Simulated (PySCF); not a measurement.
Compound: C₄H₄N₃OSi (doublet state).
Cartesian coordinates in Å at the GFN2-xTB level; atoms count from 1:
```xyz
13
C4H4N3OSi angstrom
N     -4.3476   -0.6829   -0.1087
C     -3.2726   -0.4217    0.1886
C     -1.9312   -0.1134    0.4871
C     -0.8601   -0.0780   -0.4317
C      0.2341    0.2552    0.3438
Si     1.9762    0.6707   -0.0552
N      2.3969   -0.0146   -1.5685
O     -0.1877    0.4118    1.6240
N     -1.5205    0.1837    1.7061
H     -0.8876   -0.2720   -1.4826
H      2.8941    0.6959    1.0701
H      2.3575   -1.0153   -1.7041
H      3.1439    0.3812   -2.1152
```

The hyperfine couplings belong to this conformer and change with its torsions.

As a line formula: `N#CC1=NOC([SiH]N)=C1` [radical].

Computed, not measured: PySCF 2.14.0, UKS B3LYP, pcH-1 on C H N O Si, non-relativistic, mean-field spin-orbit, GIAO. Geometry: GFN2-xTB, one conformer, isolated molecule. Couplings are sensitive to structure, and on GFN2-xTB geometries they can be far from those on DFT ones, by a factor of two or more for some ions and for spin on atoms past the first row. Stability of the SCF solution: not tested.

Where do the isotropic ENDOR lines of N7, N9, H11, H12, H10 and H13 fall at 337.3 mT, to first order?

ν± = |νn ± a/2|, one line for each electron-spin manifold; νn = |g_N| × 7.62259 MHz/T × B.

```tsv
nuclei	isotope	g_N	νn (MHz)	a_iso (MHz)	lower line (MHz)	upper line (MHz)
N7	14N	0.4038	1.04	18.85	8.39	10.47
N9	14N	0.4038	1.04	4.31	1.12	3.19
H11	1H	5.5857	14.36	61.73	16.50	45.23
H12	1H	5.5857	14.36	60.76	16.02	44.74
H10	1H	5.5857	14.36	-8.45	10.14	18.59
H13	1H	5.5857	14.36	5.68	11.52	17.20
```

Which pairs are centred on the nuclear Larmor frequency, and which on half the coupling?

Centred on νn, since |a| < 2νn: H10 and H13. Centred on |a|/2 and split by 2νn: N7, N9, H11 and H12.

H12 and H13 aren't averaged: N7 is flat or nearly so (angle sum 351°), and its turn about the short N7–Si6 bond (1.71 Å) is taken as slow.
